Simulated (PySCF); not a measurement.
**Working out the ionisation energy of Cl²⁺**

Cl²⁺ [Ne] 3s2 3p3 (4S) → Cl³⁺ [Ne] 3s2 3p2 (3P). All numbers are calculated (PySCF 2.14, scalar relativity by spin-free X2C-1e, in x2c-QZVPPall with one added diffuse shell each of s, p, d, f type (10s7p5d3f1g, 86 functions)). Frozen: [Ne]. Energies in hartree (1 hartree = 27.21139 eV):

```
            part  Cl²⁺ (lower)  Cl³⁺ (upper)
             UHF   -459.642057   -458.210494
CCSD correlation     -0.122434     -0.099563
             (T)     -0.003987     -0.002402
```

**Question.** What does Hartree-Fock give?

**Answer.** (-458.210494) − (-459.642057) = 1.431563 hartree = 38.955 eV.

**Question.** What do CCSD and CCSD(T) give?

**Answer.** The CCSD correlation energies differ by 0.022871 hartree = 0.622 eV and the triples by 0.001585 hartree = 0.043 eV, so CCSD gives 39.577 eV and CCSD(T) 39.620 eV.

Reference: 39.8 ± 0.11 eV (semi-empirical (NIST evaluation); NIST Atomic Spectra Database, ionization energies), between the lowest levels; spin-orbit coupling is absent from the calculation.

What remains against the reference includes basis incompleteness, the frozen core and higher excitations.
